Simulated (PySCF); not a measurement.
Computed IR spectrum (relative IR intensity) of a molecule C4H6BF. The structure is a stationary point at PBE-D3(BJ)/def2-SVP. The values are those of a single conformer. The numbers are results of PBE-D3(BJ)/def2-SVP (PySCF), not measurements. Harmonic, unscaled wavenumbers; measured fundamentals usually lie a few per cent lower.

```csv
ν (cm⁻¹),relative intensity
130,5.4
198,2.1
524,6.1
627,30
632,2.8
750,15
872,14
1035,100
1101,2.0
1177,79
1261,61
1294,11
1367,6.6
1377,2.6
2095,47
2896,17
2931,13
3069,14
3393,33
```

**Question.** Pick the molecule that these values belong to.
(A) CB1C=C[C@H]1F
(B) C#CB(C)CF
(C) C=C=CB(C)F
(D) C=C1CCB1F

**Answer.** B, C#CB(C)CF
